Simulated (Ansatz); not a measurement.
Reaction (ligand exchange at a Ge–S bond): `C[S][GeH]` + `[SiH3]N[SiH3]` → `[SiH3][N]([SiH3])[GeH]` + CH₃SH

Isolated molecules relaxed with PBE0-D4/def2-TZVP in Ansatz; ΔE leaves out vibrations. CCSD(T)/CBS adds triple-zeta CCSD(T) − MP2 to the extrapolated MP2 energy (def2 sets, frozen cores). This one scheme is used for every species. DFT in def2-TZVPP. For Ge outer-core shells are correlated without core-valence functions, which leaves a few kJ/mol of doubt a bond. Scalar relativity is left out up to krypton.

Problem. Is it downhill or uphill in electronic energy at CCSD(T)/CBS, and by how much? (Best estimate.)

Solution. Ansatz gave: Uphill: ΔE = +8.9 kcal/mol.

Problem. What do these levels give: LDA (SPW92), revPBE-D4, BLYP-D4, r2SCAN-D4, PBE0-D4, r2SCAN0-D4, revPBE, r2SCANh, BHLYP, RPA@PBE/def2-TZVPP, CCSD(T)/def2-TZVPP, HF/CBS(def2)? (Estimate.)

Solution. The calculation gave: LDA (SPW92) 12.0, revPBE-D4 10.8, BLYP-D4 10.2, r2SCAN-D4 11.6, PBE0-D4 11.2, r2SCAN0-D4 11.3, revPBE 13.1, r2SCANh 11.8, BHLYP 11.3, RPA@PBE/def2-TZVPP 6.7, CCSD(T)/def2-TZVPP 7.8, HF/CBS(def2) 9.9 kcal/mol.

Problem. What do rigid-rotor, harmonic-oscillator terms from PBE0-D4/def2-TZVP frequencies (298.15 K, 1 bar) make of the CCSD(T)/CBS value? (An estimate is asked.)

Solution. The calculation gave: ΔZPE = -1.4 kcal/mol, ΔH = +7.4 kcal/mol, ΔS = -28 J/(mol·K), ΔG = +9.4 kcal/mol. Modes under 50 cm⁻¹ make the entropy rough.

Largest T1 diagnostic among the species: 0.015.

The D4 term adds −1.9 kcal/mol with B3LYP and −1.0 kcal/mol with PBE0; it sums over pairs of atoms, weighted by their polarisabilities, and B3LYP, whose exchange is more repulsive, gets the larger term. At CCSD(T), def2-SVP lies −2.1 kcal/mol from the extrapolated value and def2-TZVPP −1.2 kcal/mol.

B3LYP here is the variant with VWN-RPA as its local correlation; programs differ in this.
